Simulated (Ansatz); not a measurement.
Ansatz (a first-principles code) job for C₃H₉FOSi, SMILES CO[Si@@H](C)CF, PBE/def2-SVPD. Geometry optimised at r2SCAN-D4/def2-SVP. The structure was generated by enumeration; whether it is a known compound was not checked. Other conformers were not sampled.

Ansatz 0.2 input:
```yaml
crystal:
  periodic: [false, false, false]
  atoms:
    - {symbol: C, position_ang: [2.41574777, -0.57410078, -0.02057293]}
    - {symbol: O, position_ang: [1.34928387, -0.39959982, -0.92217751]}
    - {symbol: Si, position_ang: [-0.25761851, -0.23949540, -0.49402422]}
    - {symbol: C, position_ang: [-0.81333904, -1.50123455, 0.76712159]}
    - {symbol: C, position_ang: [-0.57640292, 1.48198716, 0.24729028]}
    - {symbol: F, position_ang: [-1.92436375, 1.51392346, 0.62703173]}
    - {symbol: H, position_ang: [2.52963484, 0.28470595, 0.66897646]}
    - {symbol: H, position_ang: [3.35054477, -0.66898727, -0.59492651]}
    - {symbol: H, position_ang: [2.29871099, -1.48869235, 0.59114870]}
    - {symbol: H, position_ang: [-1.02445640, -0.35905916, -1.76325471]}
    - {symbol: H, position_ang: [-0.21219140, -1.44875601, 1.68982773]}
    - {symbol: H, position_ang: [-1.85899257, -1.29036659, 1.04462276]}
    - {symbol: H, position_ang: [-0.75968305, -2.53076040, 0.37956610]}
    - {symbol: H, position_ang: [-0.39087853, 2.30183189, -0.47048568]}
    - {symbol: H, position_ang: [0.04293857, 1.68459603, 1.14196526]}
basis:
  gaussian:
    orbitals: def2-SVPD
hamiltonian:
  xc: {name: PBE}
```

Log of the run:

```
WARN ansatz: RAYON_NUM_THREADS=2 ignored (pool sized by the plan → 2); use --threads N
Functional definition: PBE
integrals: 0.15 GiB planned
1681 factors; their error is unknown
mean field: 1.03 GiB planned
mean field evaluation 1: about -15864.4546 eV, gradient 8.0e1 eV
mean field evaluation 2: about -15835.6230 eV, gradient 1.4e2 eV
mean field evaluation 4: about -15878.7229 eV, gradient 9.3e0 eV
mean field evaluation 8: about -15878.9045 eV, gradient 3.1e-1 eV
mean field evaluation 16: about -15878.8289 eV, gradient 1.6e-4 eV
mean field -15878.82887580 eV, -583.5361981288 hartree, gradient 5.8e-5 eV, S^2 0.000000; 0 other end points of the search recorded, 0 dependent functions left out
reference -15878.82892867 eV, -583.5362000720 hartree; 29, 29 occupied and 173, 173 virtual orbitals, 1681 factors
Total energy: -15878.82892867 eV, -583.5362000720 hartree
```

The run converged.
